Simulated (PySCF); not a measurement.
Polarisability and C₆ of Mo (molybdenum, neutral)

[Kr] 4d5 5s1, high-spin 7S determinant. Computed with PySCF 2.14 in ANO-RCC-VTZP, with scalar relativity by spin-free X2C-1e. Coupled (time-dependent) response in atomic units; α is the mean over directions. The basis has no added diffuse functions, which lowers α and C₆.

```json
{"method": "r2SCANh", "mean α (bohr³)": "71.53", "C₆ (like pair)": "700.6", "S(−4)": "2961"}
```

S(−4) is the Cauchy moment in α(ω) = α(0) + S(−4) ω² + …

Reference α: 87 ± 6 bohr³ (recommended; Schwerdtfeger and Nagle, table of static dipole polarizabilities (2023 update)). Published C₆: 1030 (Gould and Bucko (2016)).

α(iu) at r2SCANh:

```tsv
u (hartree)	α(iu) (bohr³)
0	71.53
0.0500	64.91
0.100	51.34
0.200	30.04
0.300	19.76
0.500	11.72
0.750	7.946
1.00	5.963
1.50	3.746
2.00	2.543
3.00	1.363
5.00	0.5667
```
